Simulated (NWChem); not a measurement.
# Correlation energy of BN

```xyz
2

B      0.0000     0.0000     0.7682
N      0.0000     0.0000    -0.5487
```
Charge 0, spin multiplicity 3.

The numbers come from NWChem runs, not from measurements. The geometry was optimised at UPBE0/def2-SVP, a minimum by its harmonic frequencies.

Basis set: cc-pVTZ. Each correlation energy counts from its own Hartree-Fock reference.

The correlated methods keep 2 core orbitals frozen. This spin state was chosen for the runs; another may lie lower. The structure started from a generated list of species. The unpaired electrons of the parent sit in orbitals of symmetry a1 and b1 (C2v labels of the run); other states weren't searched. No SCF solution was tested for a lower state. Open-shell Hartree-Fock references start from PBE0 orbitals. No row is a measurement; the coupled-cluster row has its own basis-set and correlation limits.

| method | correlation energy (mHa) |
|---|---|
| URI-MP2 | -219.6 |
| UMP2 | -219.6 |
| SCS-UMP2 | -214.0 |
| CCSD on UHF | -238.8 |
| CCSD[T] on UHF | -252.8 |
| CCSD(T) on UHF | (withheld) |
| CCSD on ROHF | (withheld) |
| CCSD[T] on ROHF | (withheld) |
| CCSD(T) on ROHF | -257.0 |

Task: What belongs in the gaps?

Result: 
- CCSD(T) on UHF, correlation energy (mHa): -251.5
- CCSD on ROHF, correlation energy (mHa): -243.3
- CCSD[T] on ROHF, correlation energy (mHa): -258.6
